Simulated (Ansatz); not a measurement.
System: SbI2, net charge 0, doublet state. It need not be the lowest isomer of its formula. 
Geometry from a B3LYP-D3(BJ)/def2-TZVP (Ansatz, a quantum-chemistry and plane-wave program) optimisation:
SMILES: [I][Sb][I]
```xyz
3

Sb    -0.6115    -0.4885     0.8728
I     -1.0121     1.8900    -0.4090
I      1.6006    -1.4200    -0.4309
```
Charge 0, spin multiplicity 2.

Basis-set convergence of Hartree-Fock and CCSD correlation energies (hartree) with Ansatz. Valence correlation only, unless marked. Open shells are spin-unrestricted. Spin-orbit coupling is left out. The frozen core is the preceding noble-gas configuration, with the filled d and f shells of earlier blocks. In def2 rows, elements after Kr have scalar-relativistic effective core potentials.

```json
[
 {"basis": "def2-SVP", "functions": "78", "E(HF)": "-832.64365", "E(corr, CCSD)": "-0.29088"},
 {"basis": "def2-TZVPP", "functions": "150", "E(HF)": "[?]", "E(corr, CCSD)": "[?]"}
]
```

### Question
Some entries are withheld; supply them.

### Answer

- def2-TZVPP, E(HF): -832.67335
- def2-TZVPP, E(corr, CCSD): -0.39946
